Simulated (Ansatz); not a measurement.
Consider the hydrogenolysis of a C–O bond: `CC(C)[O][Ge][O]C(C)C` + H₂ → `CCC` + `CC(C)[O][Ge][OH]`.

Computed with Ansatz on PBE0-D4/def2-TZVP structures; ΔE is electronic, products minus reactants. CCSD(T)/CBS is the MP2 limit (def2-TZVPP, def2-QZVPP) plus CCSD(T) − MP2 in def2-TZVPP, frozen cores. This one scheme is used for every species. For Ge outer-core shells are correlated without core-valence functions, which leaves a few kJ/mol of doubt a bond. Scalar relativity is left out up to krypton. One conformer a species, not always the lowest.

```csv
species,MP2/def2-QZVPP energy (Eh)
`CC(C)[O][Ge][O]C(C)C`,-2462.84463
H₂,-1.16658
`CCC`,-118.89260
`CC(C)[O][Ge][OH]`,-2345.14795
```

(1) Work out ΔE.

Largest T1 diagnostic among the species: 0.014.

Answers

(1) ΔE = (-118.89260) + (-2345.14795) − (-2462.84463) − (-1.16658) = -0.02934 Eh = -77.0 kJ/mol. CCSD(T)/CBS gives -78.3 kJ/mol.

From PBE to PBE0 (25 % exact exchange), in def2-TZVPP and without D4, ΔE moves by −4.7 kJ/mol. In def2-TZVPP, CCSD(T) changes the Hartree–Fock value by +22.3 kJ/mol (the triples alone add +6.4 kJ/mol) and MP2 by +23.0 kJ/mol. The D4 term adds +16.4 kJ/mol with B3LYP and +10.0 kJ/mol with PBE0; it sums over pairs of atoms, weighted by their polarisabilities, and B3LYP, whose exchange is more repulsive, gets the larger term.

B3LYP here is the variant with VWN-RPA as its local correlation; programs differ in this.
